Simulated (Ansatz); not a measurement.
Two isomers of C2H6O2Si: A = `C[SiH2]C(=O)O`, B = `C1OC[SiH2]O1`.

Computed with Ansatz on PBE0-D4/def2-TZVP structures; ΔE is electronic, products minus reactants. CBS: MP2 limit from def2 TZ/QZ plus the TZ coupled-cluster correction, frozen cores. Functionals use def2-TZVPP. B3LYP here is the variant with VWN-RPA as its local correlation; programs differ in this. One conformer a species, not always the lowest.

Q: Which isomer does CCSD(T)/CBS put lower? Give the gap. (Estimate.)

A: Computed: A, by 4.3 kcal/mol.

Q: Give E(B) − E(A) in kcal/mol with B3LYP, r2SCAN-D4, B2PLYP, PBE-D4, CCSD/def2-TZVPP, CCSD(T)/def2-SVP, HF/def2-TZVPP. (Estimate.)

A: Computed: B3LYP 8.1, r2SCAN-D4 7.0, B2PLYP 6.9, PBE-D4 9.1, CCSD/def2-TZVPP 3.7, CCSD(T)/def2-SVP 9.7, HF/def2-TZVPP 4.2. None reverses the order clearly.

Q: Does the order hold for the free energy at 298.15 K (harmonic terms from PBE0-D4)? (An estimate is asked.)

A: The calculation gave: Yes: G(B) − G(A) = +9.3 kcal/mol, for one conformer each. Modes under 60 cm⁻¹, often nearly free rotors, make the harmonic entropy too high.

Largest T1 diagnostic: 0.015.

From PBE to PBE0 (25 % exact exchange), in def2-TZVPP and without D4, E(B) − E(A) moves by −4.0 kcal/mol. Leaving LDA and LC-ωPBE aside and taking each functional with its dispersion term where it has one, the values, not all of them listed here, spread over 7.5 kcal/mol, from PBE-QIDH to BLYP-D4. LDA lies −6.9 kcal/mol from PBE without D4.
